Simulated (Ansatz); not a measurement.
CH$_{5}$FOSSi, SMILES `OC(F)S[SiH3]`. Charge 0, multiplicity 1.

```xyz
10

O    -1.007   -0.706   -1.192
C    -0.361   -1.321   -0.164
F    -0.059   -2.618   -0.482
S     1.240   -0.547    0.286
Si    0.509    1.437    0.621
H    -0.381   -0.573   -1.914
H    -1.037   -1.332    0.692
H     0.194    2.145   -0.644
H    -0.708    1.381    1.471
H     1.611    2.135    1.326
```

List the harmonic frequencies (cm⁻¹, unscaled) at PBE0-D4/def2-TZVP in Ansatz. (Estimate.)

The calculation gave: 57, 118, 158, 330, 355, 473, 524, 575, 620, 633, 751, 909, 932, 952, 1045, 1152, 1248, 1338, 1421, 2229, 2239, 2253, 3122, 3802.

Is this a minimum?

Yes, all 24 modes are real.

Give the ideal-gas thermochemistry at 298.15 K and 1 bar (rigid rotor, harmonic oscillator; point group C1, symmetry number 1).

Zero-point energy 162.9 kJ/mol; H(298) − E = 183.7 kJ/mol; entropy 349.4 J/(mol·K), of which translation 167.7, rotation 114.2, vibration 67.5; G(298) − E = 79.5 kJ/mol. Modes under 100 cm⁻¹ are hindered rotations or soft bends, so the harmonic entropy is rough.
